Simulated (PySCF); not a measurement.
# Deuteron quadrupole couplings in `C=CO/C=C(/C)C(=C)C=C`

Species: C₉H₁₂O.
Cartesian coordinates in Å at the GFN2-xTB level; atoms count from 1:
```xyz
22
C9H12O angstrom
C     -2.927    0.659    2.235
C     -2.609    0.429    0.970
O     -1.331    0.217    0.583
C     -1.081   -0.015   -0.730
C      0.144   -0.215   -1.238
C      0.291   -0.394   -2.722
C      1.355   -0.233   -0.411
C      2.571   -0.012   -0.921
C      1.200   -0.550    1.015
C      1.857    0.061    1.988
H     -3.946    0.825    2.525
H     -2.172    0.686    2.999
H     -3.357    0.399    0.181
H     -1.952   -0.009   -1.381
H      0.756    0.484   -3.168
H      0.920   -1.255   -2.938
H     -0.678   -0.540   -3.192
H      3.446   -0.061   -0.297
H      2.738    0.222   -1.957
H      0.498   -1.340    1.246
H      2.535    0.875    1.790
H      1.731   -0.215    3.022
```

Level: PBE0/pcSseg-1 (PySCF, non-relativistic); Q(2H) = 0.00286 b; rigid geometry, the same for H and D, with no vibrational averaging.

Question: Rank these positions by the coupling χzz of a deuteron there, largest first.
A. H12 (vinylic hydrogen)
B. H21 (vinylic hydrogen)
C. H20 (vinylic hydrogen)
D. H15 (methyl hydrogen)

Answer: A (231 kHz), B (226 kHz), C (217 kHz), D (209 kHz).

Q: Tabulate Vzz, the asymmetry η and χzz = 234.96 MHz × Q × Vzz for every hydrogen position.

A: 
```json
{"atom": "H11", "bonded to": "C1", "bond length (Å)": "1.073", "Vzz (au)": "0.3475", "η": "0.07", "χzz (kHz)": "234"}
{"atom": "H12", "bonded to": "C1", "bond length (Å)": "1.075", "Vzz (au)": "0.3432", "η": "0.07", "χzz (kHz)": "231"}
{"atom": "H13", "bonded to": "C2", "bond length (Å)": "1.087", "Vzz (au)": "0.3065", "η": "0.13", "χzz (kHz)": "206"}
{"atom": "H14", "bonded to": "C4", "bond length (Å)": "1.087", "Vzz (au)": "0.3062", "η": "0.15", "χzz (kHz)": "206"}
{"atom": "H15", "bonded to": "C6", "bond length (Å)": "1.089", "Vzz (au)": "0.3107", "η": "0.02", "χzz (kHz)": "209"}
{"atom": "H16", "bonded to": "C6", "bond length (Å)": "1.088", "Vzz (au)": "0.3115", "η": "0.02", "χzz (kHz)": "209"}
{"atom": "H17", "bonded to": "C6", "bond length (Å)": "1.087", "Vzz (au)": "0.3162", "η": "0.04", "χzz (kHz)": "212"}
{"atom": "H18", "bonded to": "C8", "bond length (Å)": "1.076", "Vzz (au)": "0.3377", "η": "0.06", "χzz (kHz)": "227"}
{"atom": "H19", "bonded to": "C8", "bond length (Å)": "1.075", "Vzz (au)": "0.3407", "η": "0.06", "χzz (kHz)": "229"}
{"atom": "H20", "bonded to": "C9", "bond length (Å)": "1.082", "Vzz (au)": "0.3228", "η": "0.07", "χzz (kHz)": "217"}
{"atom": "H21", "bonded to": "C10", "bond length (Å)": "1.078", "Vzz (au)": "0.3359", "η": "0.05", "χzz (kHz)": "226"}
{"atom": "H22", "bonded to": "C10", "bond length (Å)": "1.077", "Vzz (au)": "0.3387", "η": "0.05", "χzz (kHz)": "228"}
```

Q: How does χzz go with the bond length over the 12 C–H bonds?

A: A straight-line fit has a slope of -16.4 kHz for each 0.01 Å, with a correlation coefficient of -0.98, over lengths from 1.073 to 1.089 Å. The longer bonds have the smaller couplings here.

Q: Give the 2H NMR doublet splittings at H13 for a magnetic field along the z, y and x axes of the gradient: 3χ/2, 3χ(1 + η)/4, 3χ(1 − η)/4.

A: With |χ| = 206.0 kHz and η = 0.125: 309, 174 and 135 kHz, to first order and without motion.

One conformer (not necessarily the lowest) at the GFN2-xTB geometry, without solvent, vibrations or thermal averaging. GFN2-xTB bond lengths can be off by several hundredths of an ångström, more for odd bonds, and the gradients follow them. With a basis this small, the couplings can be 20 % off.
